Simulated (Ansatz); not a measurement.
Reaction (ligand exchange at the Sn–Se bond): `[F][Sn]([F])([F])[SeH]` + NH₃ → `[NH2][Sn]([F])([F])[F]` + H₂Se

Computed with Ansatz on PBE0-D4/def2-TZVP structures; ΔE is electronic, products minus reactants. CCSD(T)/CBS is the MP2 limit (def2-TZVPP, def2-QZVPP) plus CCSD(T) − MP2 in def2-TZVPP, frozen cores. This one scheme is used for every species. DFT in def2-TZVPP. B3LYP here is the variant with VWN-RPA as its local correlation; programs differ in this. Elements past krypton have def2 core potentials. For Se, Sn outer-core shells are correlated without core-valence functions, which leaves a few kJ/mol of doubt a bond. Scalar relativity is left out up to krypton. Each species was taken in one conformer, which may not be the lowest.

`[F][Sn]([F])([F])[SeH]`:

Z-matrix (Å, degrees):
```
Sn
F 1 1.891
F 1 1.893 2 106.0
F 1 1.893 2 106.1 3 109.3
Se 1 2.472 2 110.8 3 -125.4
H 5 1.472 1 89.2 2 -179.2
```

NH₃:

```xyz
4

N     0.230    0.148    0.068
H    -0.493    0.736   -0.329
H     0.434   -0.572   -0.614
H    -0.172   -0.312    0.875
```

`[NH2][Sn]([F])([F])[F]`:

Z-matrix (Å, degrees):
```
Sn
F 1 1.889
F 1 1.897 2 104.9
N 1 1.981 2 110.4 3 127.8
F 1 1.889 2 108.1 3 -111.3
H 4 1.013 1 112.7 2 179.0
H 4 1.013 1 112.6 2 -57.6
```

H₂Se:

```xyz
3

Se   -0.483   -0.207   -0.438
H    -0.486    0.227    0.963
H     0.969   -0.020   -0.524
```

```json
{"level": "LDA (SPW92)", "ΔE (kJ/mol)": "76.9", "difference from CCSD(T)/CBS": "0.6"}
{"level": "B3LYP-D4", "ΔE (kJ/mol)": "79.7", "difference from CCSD(T)/CBS": "3.4"}
{"level": "r2SCANh-D4", "ΔE (kJ/mol)": "79.2", "difference from CCSD(T)/CBS": "2.9"}
{"level": "ωB97X-V", "ΔE (kJ/mol)": "71.9", "difference from CCSD(T)/CBS": "-4.4"}
{"level": "LC-ωPBE", "ΔE (kJ/mol)": "69.9", "difference from CCSD(T)/CBS": "-6.4"}
{"level": "HF/def2-SVP", "ΔE (kJ/mol)": "73.9", "difference from CCSD(T)/CBS": "-2.4"}
{"level": "SCS-MP2/def2-TZVPP", "ΔE (kJ/mol)": "68.9", "difference from CCSD(T)/CBS": "-7.4"}
{"level": "SCS-MP2/def2-QZVPP", "ΔE (kJ/mol)": "73.3", "difference from CCSD(T)/CBS": "-3.0"}
{"level": "HF/CBS(def2)", "ΔE (kJ/mol)": "71.9", "difference from CCSD(T)/CBS": "-4.4"}
{"level": "MP2/CBS(def2)", "ΔE (kJ/mol)": "80.6", "difference from CCSD(T)/CBS": "4.3"}
{"level": "CCSD(T)/CBS", "ΔE (kJ/mol)": "76.3", "difference from CCSD(T)/CBS": "0"}
```

Largest T1 diagnostic among the species: 0.014.

At CCSD(T), def2-SVP lies −7.8 kJ/mol from the extrapolated value and def2-TZVPP −8.3 kJ/mol. Leaving LDA and LC-ωPBE aside and taking each functional with its dispersion term where it has one, the values, not all of them listed here, spread over 9.8 kJ/mol, from ωB97X-V to PBE-D4. LDA lies −3.3 kJ/mol from PBE without D4.
